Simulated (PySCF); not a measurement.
HFSeZn (SMILES [F][Zn][SeH]), singlet, at a GFN2-xTB geometry (such geometries of metal compounds can be far from the true shape). Base run: PBE0/6-31G in PySCF.

The PySCF input:
```python
from pyscf import gto, scf, dft, solvent

mol = gto.M(
    atom='''
Zn    0.87618509   -0.21829903    0.36829765
F     1.30075578   -1.87069444    0.21639013
Se   -1.08820505    0.62834102   -0.38111328
H    -0.99338304    2.02162599   -0.03858938
''',
    basis='6-31g',
    verbose=4,
)

mf = dft.RKS(mol)
mf.xc = 'pbe0'
mf.kernel()
mf.analyze()
```

The base run was repeated with changes; each row names its change, and settings that it needs were set with it.

| change | ΔE vs base (kJ/mol) | dipole (D) | HOMO-LUMO gap (eV) |
|---|---|---|---|
| base | 0.00 | 4.36 | 4.43 |
| model = IEF-PCM; solvent = toluene | -48.7 | 5.25 | 4.95 |
| model = C-PCM; solvent = dimethylsulfoxide | -113.8 | 6.51 | 5.78 |
| model = IEF-PCM; solvent = 2-propanol | -105.9 | 6.36 | 5.68 |
| model = IEF-PCM; solvent = dimethylsulfoxide; vdw_scale = 1.4 | (withheld) | (withheld) | (withheld) |
| model = SS(V)PE; solvent = dimethylsulfoxide | (withheld) | 6.46 | 5.76 |
| model = IEF-PCM; solvent = dimethylsulfoxide | -112.3 | 6.48 | 5.76 |
| model = IEF-PCM; solvent = dimethylsulfoxide; vdw_scale = 1.1 | (withheld) | (withheld) | (withheld) |
| model = IEF-PCM; solvent = acetonitrile | -110.9 | 6.46 | 5.74 |
| model = IEF-PCM; solvent = dichloromethane | -94.1 | 6.13 | 5.52 |
| model = IEF-PCM; solvent = dimethylsulfoxide; lebedev_order = 11 | -110.9 | 6.43 | 5.72 |
| model = IEF-PCM; solvent = dimethylsulfoxide; r_probe = 0.5 | -40.5 | 5.45 | 5.09 |

Problem. What belongs in the gaps?

Solution. 
- model = IEF-PCM; solvent = dimethylsulfoxide; vdw_scale = 1.4, ΔE vs base (kJ/mol): -59.2
- model = IEF-PCM; solvent = dimethylsulfoxide; vdw_scale = 1.4, dipole (D): 5.76
- model = IEF-PCM; solvent = dimethylsulfoxide; vdw_scale = 1.4, HOMO-LUMO gap (eV): 5.30
- model = SS(V)PE; solvent = dimethylsulfoxide, ΔE vs base (kJ/mol): -111.4
- model = IEF-PCM; solvent = dimethylsulfoxide; vdw_scale = 1.1, ΔE vs base (kJ/mol): -162.9
- model = IEF-PCM; solvent = dimethylsulfoxide; vdw_scale = 1.1, dipole (D): 6.98
- model = IEF-PCM; solvent = dimethylsulfoxide; vdw_scale = 1.1, HOMO-LUMO gap (eV): 6.06

The base is the gas phase, so ΔE is the electrostatic part of solvation at a fixed geometry, without cavity and dispersion terms.
